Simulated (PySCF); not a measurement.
Complete the spectrum of C3H10S2Si

C3H10S2Si.
Z-matrix (Å and degrees, GFN2-xTB geometry), rows numbered from 1:
```
C 
C   1  1.5252
Si  2  1.8994  1  111.82
S   3  2.1476  2  108.71  1    54.82
S   3  2.1513  2  112.83  1   172.30
C   5  1.8154  3   99.87  2    60.16
H   1  1.0875  2  110.72  3    62.53
H   1  1.0874  2  110.37  3   -57.15
H   1  1.0880  2  110.70  3  -177.23
H   2  1.0919  1  109.14  3  -122.29
H   2  1.0934  1  109.02  3   121.46
H   3  1.4620  2  112.28  1   -65.70
H   4  1.3221  3   96.76  2   134.77
H   6  1.0848  5  109.71  3   -64.31
H   6  1.0849  5  109.63  3    57.51
H   6  1.0847  5  106.68  3   176.63
```

Computed with TDDFT wB97X-D/def2-SVPD, vertical, gas phase, core orbitals frozen in the response (PySCF 2.14.0, density-fitted response routines).

Lowest singlets, with some entries withheld (?).

```tsv
state	λ (nm)	f	main configurations (H = HOMO, L = LUMO)
S1	222.3	?	H→L (78%)
S2	205.3	?	H-1→L (44%), H-1→L+1 (37%), H-1→L+3 (9%)
S3	197.1	?	H→L+1 (71%)
S4	191.7	?	H-1→L (38%), H-1→L+1 (34%), H-1→L+3 (10%)
S5	185.2	?	H→L+2 (52%), H→L+3 (24%), H→L+1 (8%)
S6	173.9	?	H→L+3 (27%), H→L+2 (20%), H→L+5 (13%)
S7	171.3	?	H→L+4 (52%), H→L+3 (11%), H→L+6 (11%)
S8	170.0	?	H-1→L+4 (24%), H-1→L+2 (20%), H-1→L+3 (14%)
```

(1) Supply the missing values.

(2) Which level carries the most intensity, and what share of the listed sum of f?

(3) What is the mean static polarisability from the same response equations?

(4) How far apart are S6 and S7, in eV and cm⁻¹?

Answers

(1) 
- S1: f = 0.0031
- S2: f = 0.0018
- S3: f = 0.0046
- S4: f = 0.027
- S5: f = 0.031
- S6: f = 0.0014
- S7: f = 0.0064
- S8: f = 0.016

(2) S5, with f = 0.031 of 0.091, 34%.

(3) 104.7 au (15.52 Å³), with principal values 85.8, 106.4 and 122.0 au.

(4) 7.239 − 7.129 = 0.110 eV, or about 890 cm⁻¹.

One conformer stands for the species.
